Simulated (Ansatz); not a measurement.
Reaction: SiH2Cl2 (SMILES Cl[SiH2]Cl) → SiHCl2 (SMILES Cl[SiH]Cl, doublet) + H (doublet) (the H-Si bond breaks)
Each species at its own B3LYP-D3(BJ)/def2-TZVP minimum (Ansatz, a first-principles code).

Property: bond dissociation energy (electronic), in kcal/mol. UHF or UKS for unpaired electrons; spin-orbit terms are left out. CBS(X,Y): correlation extrapolated as X^-3, Hartree-Fock from the larger set (Q,5: extrapolated as (X+1)exp(-9√X)). A bracket is a step between two methods taken in the basis named. Functionals run without relativity, which enters their misses. Double hybrids freeze cores in their MP2 part. '+ core + X2C': CCSD(T) terms for core correlation (cc-pwCVTZ, 1s frozen past Ne) and scalar relativity (cc-pVTZ-DK). Where a partner has so few electrons that a lower coupled-cluster level is exact, that level stands in.

CCSD(T)/CBS(cc-pV(Q+d)Z,cc-pV(5+d)Z) + [CCSDT(Q) - CCSD(T)]/cc-pV(D+d)Z + core + X2C (Ansatz) gives 96.7 kcal/mol.

Problem. What does PBE/def2-TZVPD (Ansatz) give here, and how do the other levels compare?

Solution. PBE gives 88.8 kcal/mol, 7.9 kcal/mol below it. Differences of the others: r2SCAN/def2-TZVPD (Ansatz) -5.8; PBE0/def2-TZVPD (Ansatz) -5.9; B2PLYP/def2-TZVPD (Ansatz) -3.0; CCSD(T)/CBS(cc-pV(Q+d)Z,cc-pV(5+d)Z) + core + X2C (Ansatz) 0.2 kcal/mol. Nearer than PBE: r2SCAN/def2-TZVPD, PBE0/def2-TZVPD, B2PLYP/def2-TZVPD, CCSD(T)/CBS(cc-pV(Q+d)Z,cc-pV(5+d)Z) + core + X2C.
